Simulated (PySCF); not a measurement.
# Pd(3+) (palladium, charge +3): UHF calculation

Configuration: [Kr] 4d7, high-spin 4F determinant. All numbers are calculated (PySCF 2.14, scalar relativity by spin-free X2C-1e, in aug-cc-pwCVTZ-DK (11s10p8d4f3g, 136 functions)).

- Total energy: -5040.575134 hartree
- One-electron energy: -6893.5602 hartree
- Hartree (Coulomb) energy: 1994.9600 hartree
- Exchange energy: -141.9750 hartree
- ⟨S²⟩: 3.7543
- ⟨L²⟩: 12.052
- Sum of ⟨r⟩: 24.77 bohr
- Sum of ⟨r²⟩: 26.03 bohr²
- Langevin diamagnetic susceptibility: -20.6 ×10⁻⁶ cm³/mol

```json
{"shell": "1s β", "electrons": "1", "mean orbital energy (hartree)": "-900.88826", "spread (hartree)": "0", "rms radius, mean of both spins (bohr)": "0.0366"}
{"shell": "1s α", "electrons": "1", "mean orbital energy (hartree)": "-900.88777", "spread (hartree)": "0", "rms radius, mean of both spins (bohr)": "0.0366"}
{"shell": "2s α", "electrons": "1", "mean orbital energy (hartree)": "-135.96811", "spread (hartree)": "0", "rms radius, mean of both spins (bohr)": "0.150"}
{"shell": "2s β", "electrons": "1", "mean orbital energy (hartree)": "-135.92785", "spread (hartree)": "0", "rms radius, mean of both spins (bohr)": "0.150"}
{"shell": "2p α", "electrons": "3", "mean orbital energy (hartree)": "-121.87347", "spread (hartree)": "0", "rms radius, mean of both spins (bohr)": "0.133"}
{"shell": "2p β", "electrons": "3", "mean orbital energy (hartree)": "-121.83369", "spread (hartree)": "0", "rms radius, mean of both spins (bohr)": "0.133"}
{"shell": "3s α", "electrons": "1", "mean orbital energy (hartree)": "-27.11306", "spread (hartree)": "0", "rms radius, mean of both spins (bohr)": "0.403"}
{"shell": "3s β", "electrons": "1", "mean orbital energy (hartree)": "-27.09430", "spread (hartree)": "0", "rms radius, mean of both spins (bohr)": "0.403"}
{"shell": "3p α", "electrons": "3", "mean orbital energy (hartree)": "-22.35314", "spread (hartree)": "0", "rms radius, mean of both spins (bohr)": "0.406"}
{"shell": "3p β", "electrons": "3", "mean orbital energy (hartree)": "-22.32967", "spread (hartree)": "0", "rms radius, mean of both spins (bohr)": "0.406"}
{"shell": "3d α", "electrons": "5", "mean orbital energy (hartree)": "-14.79278", "spread (hartree)": "0.01353", "rms radius, mean of both spins (bohr)": "0.389"}
{"shell": "3d β", "electrons": "5", "mean orbital energy (hartree)": "-14.73777", "spread (hartree)": "0.05096", "rms radius, mean of both spins (bohr)": "0.389"}
{"shell": "4s α", "electrons": "1", "mean orbital energy (hartree)": "-5.47363", "spread (hartree)": "0", "rms radius, mean of both spins (bohr)": "1.00"}
{"shell": "4s β", "electrons": "1", "mean orbital energy (hartree)": "-5.25727", "spread (hartree)": "0", "rms radius, mean of both spins (bohr)": "1.00"}
{"shell": "4p α", "electrons": "3", "mean orbital energy (hartree)": "-4.02763", "spread (hartree)": "0", "rms radius, mean of both spins (bohr)": "1.10"}
{"shell": "4p β", "electrons": "3", "mean orbital energy (hartree)": "-3.75559", "spread (hartree)": "0", "rms radius, mean of both spins (bohr)": "1.10"}
{"shell": "4d α", "electrons": "5", "mean orbital energy (hartree)": "-1.85834", "spread (hartree)": "0.04763", "rms radius, mean of both spins (bohr)": "1.40"}
{"shell": "4d β", "electrons": "2", "mean orbital energy (hartree)": "-1.75769", "spread (hartree)": "0", "rms radius, mean of both spins (bohr)": "1.40"}
```

Densities and radii are taken from the X2C orbitals without a picture-change correction, which distorts them close to the nucleus.

Spin-orbit constants ζ (cm⁻¹) from the X2C one-electron operator on these orbitals: bare nucleus, nucleus screened by l(l+1)(2l+1)/3 electrons, and screened by the Breit-Pauli mean field of the electrons.

```tsv
shell	bare	screened nucleus	mean field
2p	861700	824200	n/a
3p	152200	145600	n/a
3d	22290	17440	n/a
4p	23280	22270	n/a
4d	2273	1778	n/a
```

To first order the Landé constant is A = -592.8 cm⁻¹, so the lowest level has J = 9/2 and lies 0.331 eV below the centre of the term. This holds in LS coupling only.
